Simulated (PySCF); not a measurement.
Species: C₆H₉FN (doublet state).
SMILES with atom numbers: `[CH3:1][CH2:2]/[N:3]=[C:4]1/[CH:5][CH2:6][C@H:7]1[F:8]` (hydrogens: H9, H10, H11 on C1; H12, H13 on C2; H14 on C5; H15, H16 on C6; H17 on C7)

Structure used (GFN2-xTB), in Å, numbered top down from 1:
```
atom  x, y, z in Å
C1     2.9217   -0.1133   -0.1026
C2     1.5419   -0.2218    0.5397
N3     0.5979   -0.6895   -0.4167
C4    -0.6250   -0.2968   -0.3739
C5    -1.7468   -0.5946   -1.1428
C6    -2.6747    0.2201   -0.3072
C7    -1.4422    0.6598    0.5131
F8    -1.5015    0.3582    1.8523
H9     3.1867   -1.0622   -0.5595
H10    3.6646    0.1455    0.6472
H11    2.9167    0.6515   -0.8754
H12    1.5874   -0.9726    1.3416
H13    1.2470    0.7318    1.0046
H14   -1.8990   -1.1743   -2.0317
H15   -3.2199    1.0170   -0.8163
H16   -3.3840   -0.3649    0.2821
H17   -1.1776    1.7183    0.4356
```

The hyperfine couplings belong to this conformer and change with its torsions.

Level of theory: PySCF, UKS B3LYP, pcH-1 on C F H N, non-relativistic, mean-field spin-orbit, GIAO. One conformer (not necessarily the lowest) at the GFN2-xTB geometry, without solvent, vibrations or thermal averaging. The geometry wasn't refined by DFT: couplings that depend on bond lengths, twists or pyramidal angles can differ widely from those at the functional's own minimum. No stability test was run, so a lower SCF solution isn't excluded. ⟨S²⟩ is 0.775 where a pure state has 0.75.

Question: Match the computed a_iso(13C) values +62.2, -50.1, -25.9, -18.8, +13.6, +5.9 MHz with the sites C1; C2; C4; C5; C6; C7.

Answer: 
```json
{"site": "C1", "a_iso (MHz)": "+13.6", "ρ(0) (bohr⁻³)": "+0.0121", "position": "2 bonds from N3", "distance from C5 (Å)": "4.81", "spin population": "+0.01", "largest |T| (MHz)": "3.2"}
{"site": "C2", "a_iso (MHz)": "-18.8", "ρ(0) (bohr⁻³)": "-0.0167", "position": "1 bond from N3", "distance from C5 (Å)": "3.71", "spin population": "-0.03", "largest |T| (MHz)": "2.2"}
{"site": "C4", "a_iso (MHz)": "-50.1", "ρ(0) (bohr⁻³)": "-0.0445", "position": "1 bond from N3", "distance from C5 (Å)": "1.39", "spin population": "-0.22", "largest |T| (MHz)": "27.9"}
{"site": "C5", "a_iso (MHz)": "+62.2", "ρ(0) (bohr⁻³)": "+0.0553", "position": "largest spin population", "distance from C5 (Å)": "0.00", "spin population": "+0.71", "largest |T| (MHz)": "110.6"}
{"site": "C6", "a_iso (MHz)": "-25.9", "ρ(0) (bohr⁻³)": "-0.0231", "position": "1 bond from C5", "distance from C5 (Å)": "1.49", "spin population": "-0.06", "largest |T| (MHz)": "2.3"}
{"site": "C7", "a_iso (MHz)": "+5.9", "ρ(0) (bohr⁻³)": "+0.0053", "position": "2 bonds from C5", "distance from C5 (Å)": "2.10", "spin population": "+0.01", "largest |T| (MHz)": "1.2"}
```

Question: The isotropic 1H couplings, averaged over equivalent nuclei, are +99.8, +97.1, +82.1, -43.9, +18.0, -9.8, -0.3 MHz. Assign them to H9/H10/H11; H12; H13; H14; H15; H16; H17.

Answer: 
```
      site  a_iso (MHz)  ρ(0) (bohr⁻³)         position  distance from C5 (Å)  bound to  spin population there  largest |T| (MHz)
H9/H10/H11         -0.3        -0.0001  3 bonds from N3                  5.19        C1                  +0.01                3.5
       H12        +97.1        +0.0217  2 bonds from N3                  4.18        C2                  -0.03                6.0
       H13        +18.0        +0.0040  2 bonds from N3                  3.92        C2                  -0.03                5.3
       H14        -43.9        -0.0098   1 bond from C5                  1.07        C5                  +0.71               26.4
       H15        +82.1        +0.0184  2 bonds from C5                  2.21        C6                  -0.06                6.0
       H16        +99.8        +0.0223  2 bonds from C5                  2.18        C6                  -0.06                6.2
       H17         -9.8        -0.0022  3 bonds from C5                  2.86        C7                  +0.01                3.3
```

ρ(0) is the spin density at the nucleus and T the dipolar tensor; entries for several nuclei are means. Largest spin populations (Mulliken): C5 (+0.71), N3 (+0.49), C4 (-0.22) and C6 (-0.06). The positive populations add up to 1.35 and the negative ones to -0.35, together 2S = 1. The angles at C5 add up to 360.0°, so it is planar; its axial dipolar tensor and the negative coupling of its proton fit spin in a p orbital normal to that plane. Main spin sites, with 60 % or more of the largest population: N3, C5; positions count bonds from the nearest.

Examples of negative spin density at the nucleus (bohr⁻³): C4 (-0.0445), C6 (-0.0231) and C2 (-0.0167).

Means are taken over nuclei equivalent by connectivity, which assumes that they swap fast.
